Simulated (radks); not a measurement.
Coulomb parameter of the 4f shell of the holmium ion Ho2+ in the model configuration [Xe] 4f10 6p1, as a second difference U = [E(n + 0.5) + E(n - 0.5) - 2 E(n)] / (0.5)^2 with all orbitals relaxed. "Bare": the charge of the atom changes with n. "Screened": the 6p shell takes up the change at fixed total charge, which measures U(4f,4f) + U(6p,6p) - 2 U(4f,6p). Calculated with a radial shooting solver on a logarithmic mesh with Libxc functionals: Dirac Kohn-Sham, PBE, spin-unpolarised, spherical densities, finite nucleus; open shells are shared between the two j in proportion to 2j + 1; Fermi nuclear charge, rms radius 5.2022 fm.

case               configuration  E - E(n) (eV)
start              [Xe] 4f10 6p1          0.000
bare +0.5        [Xe] 4f10.5 6p1        -11.515
bare -0.5         [Xe] 4f9.5 6p1         16.028
screened +0.5  [Xe] 4f10.5 6p0.5         -6.306
screened -0.5   [Xe] 4f9.5 6p1.5          8.520

U(bare) = 18.050 eV, U(screened by 6p) = 8.855 eV.
